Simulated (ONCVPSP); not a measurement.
Potentials for titanium (Ti) compared

Generated with ld1.x 7.5 (TM, RRKJ, ultrasoft, PAW), atompaw 4.2 or ONCVPSP 4.0.1. The cutoff is in Ry: for ld1.x and atompaw files where the sum of valence levels is converged to 10 mRy in a Bessel basis, for ONCV files where the hardest occupied wave has 1 mHa per electron of residual kinetic energy. The error is the largest all-electron minus pseudo excitation energy over each file’s own four to seven test configurations (ionisations up to +4, promotions, holes and added fractions of an electron), all of which were solved. The labels leave out finer settings (local radius, basis sizes, second energies), which also bear on the numbers. Spin-polarised tests are not counted. The rows are a selection from randomly drawn settings: files with unsolved tests, undetermined cutoffs or missed reference levels are left out.

A true bound ghost makes a file unfit for plane-wave use even where its test errors are small: the radial tests pick states by their node count and pass the ghost by.

```csv
potential,cutoff (Ry),largest error (meV),bound ghosts
"ONCV, PBEsol, scalar-relativistic, rc 2.00/1.20/2.40 (spd), local smoothed, core correction yes, reference 3s2 3p6 3d2 4s2, qcut 6.4/7/7.9, projectors 2/1/1",39,+129,none
"ONCV, PBEsol, scalar-relativistic, rc 1.30/1.05/1.95 (spd), local smoothed, core correction yes, reference 3s2 3p6 3d2 4s2, qcut 11.4/8.7/9.7, projectors 2/2/2",74,+50,none
"ONCV, PBEsol, scalar-relativistic, rc 2.00/1.70/1.85 (spd), local smoothed, core correction no, reference 3s2 3p6 3d2 4s2, qcut 6.4/10/9.3, projectors 2/1/1",59,+33,none
"ONCV, LDA (Perdew-Zunger), scalar-relativistic, rc 1.65/1.10/1.75/1.50 (spdf), local smoothed, core correction yes, reference 3s2 3p6 3d2 4s2, qcut 9.7/8.1/8.8/6.6, projectors 2/2/2/2",58,+45,none
"ONCV, revPBE, scalar-relativistic, rc 1.60/0.95/1.95 (spd), local smoothed, core correction yes, reference 3s2 3p6 3d2 4s2, qcut 6.7/7.8/8.6, projectors 2/2/2",72,+62,none
```

Q: Fill in the row for Ti: ONCV, PBE, scalar-relativistic, rc 1.35/1.30/1.30 (spd), local d, core correction yes, reference 3s2 3p6 3d2 4s2, qcut 11.4/13.3/10.5, projectors 2/2/0.

A: cutoff 89 Ry, largest error +3.0 meV, bound ghosts: s.

Q: Fill in the row for Ti: ONCV, PBE, scalar-relativistic, rc 1.80/1.45/2.30 (spd), local smoothed, core correction no, reference 3s2 3p6 3d2 4s2, qcut 5.5/12/8.1, projectors 2/1/2.

A: cutoff 73 Ry, largest error +127 meV, bound ghosts: none.
